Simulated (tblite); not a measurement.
C₇H₁₅OP.
Structure used (GFN2-xTB), in Å, numbered top down from 1:
```
atom  x, y, z in Å
C1     2.5964    1.2097   -0.7010
C2     3.0805   -0.1403   -0.3083
C3     2.3138   -1.2009   -0.0944
P4     0.5137   -1.3092   -0.2295
O5     0.0441   -2.6965   -0.2164
C6    -0.1825   -0.2909    1.1327
C7    -1.6778   -0.5525    1.2637
C8    -2.4574   -0.1955    0.0012
C9    -2.4385    1.2916   -0.3310
H10    2.8013    1.9239    0.0970
H11    1.5296    1.2007   -0.9035
H12    3.1273    1.5527   -1.5887
H13    4.1549   -0.2303   -0.1923
H14    2.7437   -2.1547    0.1893
H15    0.2092   -0.6290   -1.4090
H16    0.3341   -0.6277    2.0386
H17    0.0392    0.7655    0.9923
H18   -1.8146   -1.6184    1.4608
H19   -2.0745    0.0051    2.1165
H20   -2.0428   -0.7694   -0.8330
H21   -3.4939   -0.5136    0.1342
H22   -1.4325    1.6363   -0.5586
H23   -3.0635    1.4899   -1.1984
H24   -2.8214    1.8733    0.5053
```

Computed with GFN2-xTB (tblite): harmonic, unscaled wavenumbers at the GFN2-xTB geometry, gas phase. This tight-binding method is rough: wavenumbers can miss measured ones by several per cent, in bad cases by 10 to 20. Modes of hydrogen on phosphorus can be 10 to 20 % off. One conformer, not necessarily the lowest.

Harmonic wavenumbers (cm⁻¹): 43.7, 52.0, 72.4, 115.7, 142.9, 159.9, 173.5, 207.7, 252.4, 308.1, 314.4, 366.4, 384.8, 452.2, 527.1, 671.8, 692.7, 758.0, 778.6, 817.5, 868.6, 907.8, 911.1, 931.5, 970.1, 978.9, 1015.4, 1033.5, 1050.2, 1061.6, 1072.8, 1142.9, 1149.8, 1205.8, 1213.1, 1256.0, 1271.7, 1277.3, 1316.7, 1347.8, 1351.8, 1393.1, 1413.9, 1430.7, 1463.5, 1471.7, 1472.9, 1486.3, 1504.0, 1511.7, 1688.5, 2262.3, 2921.5, 2950.0, 2961.7, 2976.9, 2983.4, 2996.2, 2997.5, 3015.3, 3023.5, 3028.5, 3031.9, 3036.0, 3042.4, 3059.7.

A = 1892, B = 850.8, C = 671.2 MHz; mass 146.086 u (most abundant isotopes); point group C1, symmetry number 1.

**Question.** What is the zero-point energy?

**Answer.** ½Σν̃ = 44875 cm⁻¹ = 536.82 kJ/mol.

**Question.** Entropy at 200 K, 1 bar (ideal gas, RRHO, classical rotation)?

**Answer.** Translation 162.72, rotation 120.86, vibration 106.75: S = 390.3 J/(mol K).

**Question.** And Cp and H(200 K) − H(0)?

**Answer.** Cp = 139.47 J/(mol K), of which vibrations give 106.22 (their classical limit is 66 R = 548.8); H(200 K) − H(0) = 18.02 kJ/mol without the zero-point energy, 11.36 from vibrations.

**Question.** Which modes carry the vibrational entropy at 200 K?

**Answer.** 43.7 cm⁻¹: 17.97; 52.0 cm⁻¹: 16.54; 72.4 cm⁻¹: 13.83; 115.7 cm⁻¹: 10.08; 142.9 cm⁻¹: 8.44; 159.9 cm⁻¹: 7.59 J/(mol K); the other 60 give 32.30 together.

**Question.** How do the functions run with temperature in this model?

**Answer.** 
```tsv
T (K)	S (J/(mol K))	Cp (J/(mol K))	H − H(0) (kJ/mol)	G − H(0) (kJ/mol)	ln q(vib)
150	353.5	117.6	11.59	-41.44	4.27
250	423.9	163.0	25.57	-80.42	7.69
298.15	454.7	187.3	34.00	-101.57	9.27
400	517.0	239.0	55.73	-151.09	12.55
600	630.8	323.1	112.40	-266.06	18.83
900	778.9	406.5	222.84	-478.17	27.78
```

q(vib) and H(0) count from the zero-point level.

Hindered rotation and anharmonicity are outside this model. Other conformers, if any are populated, would add a mixing term that is left out. The structure is chiral; the term R ln 2 for an equal mix with its mirror image is left out.

The run took 1.1 s on Arm Neoverse V1, one thread, shared host with 32 logical CPUs at a one-minute load of 15. The figure is for the frequency step alone.
